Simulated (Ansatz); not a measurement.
`C[SiH](F)[SiH2]Cl` + H₂ → `C[SiH2][SiH2]Cl` + H–F  (hydrogenolysis of the Si–F bond)

Program: Ansatz. Geometries: PBE0-D4/def2-TZVP. ΔE: electronic, gas phase. CCSD(T)/CBS is the MP2 limit (def2-TZVPP, def2-QZVPP) plus CCSD(T) − MP2 in def2-TZVPP, frozen cores. This one scheme is used for every species. Functionals use def2-TZVPP. HSE06 is defined as in plane-wave codes. Each species was taken in one conformer, which may not be the lowest.

`C[SiH](F)[SiH2]Cl`:

```xyz
11

C    -0.967   -1.413    0.116
Si   -0.572    0.336    0.599
F    -0.372    0.421    2.193
Si    1.398    1.081   -0.440
Cl    1.061    0.881   -2.473
H    -1.898   -1.742    0.584
H    -0.169   -2.096    0.414
H    -1.086   -1.478   -0.969
H    -1.690    1.250    0.243
H     1.712    2.507   -0.170
H     2.583    0.253   -0.098
```

H₂:

Cartesian coordinates in Å:
```
H 0.328 -0.176 -0.025
H -0.328 0.176 0.025
```

`C[SiH2][SiH2]Cl`:

```xyz
11

C     0.512    1.550   -0.541
Si   -0.813    0.407    0.127
Si    0.013   -1.774    0.312
Cl    1.754   -1.705    1.432
H     0.816    1.248   -1.545
H     1.393    1.527    0.103
H     0.147    2.578   -0.589
H    -2.005    0.382   -0.768
H    -1.261    0.844    1.478
H    -0.924   -2.699    0.999
H     0.368   -2.358   -1.009
```

H–F:

Cartesian coordinates in Å:
```
F -0.430 -0.163 0.019
H 0.430 0.163 -0.019
```

```csv
level,ΔE (kJ/mol)
PBE-D4,102.6
r2SCAN0-D4,109.9
HSE06-D4,100.0
revPBE,99.8
LC-ωPBE,104.5
RPA@PBE/def2-TZVPP,104.0
MP2/def2-QZVPP,110.8
HF/CBS(def2),112.0
```

**Question.** What does CCSD(T)/CBS give? (Estimate.)

**Answer.** Ansatz gave: +106.9 kJ/mol. The listed levels differ from it by -4.3, 3.0, -6.9, -7.1, -2.4, -2.9, 3.9, 5.1 kJ/mol.

Largest T1 diagnostic among the species: 0.011.

Leaving LDA and LC-ωPBE aside and taking each functional with its dispersion term where it has one, the values, not all of them listed here, spread over 14.7 kJ/mol, from HSE06-D4 to r2SCAN-D4. At CCSD(T), def2-SVP lies −14.7 kJ/mol from the extrapolated value and def2-TZVPP −2.4 kJ/mol.
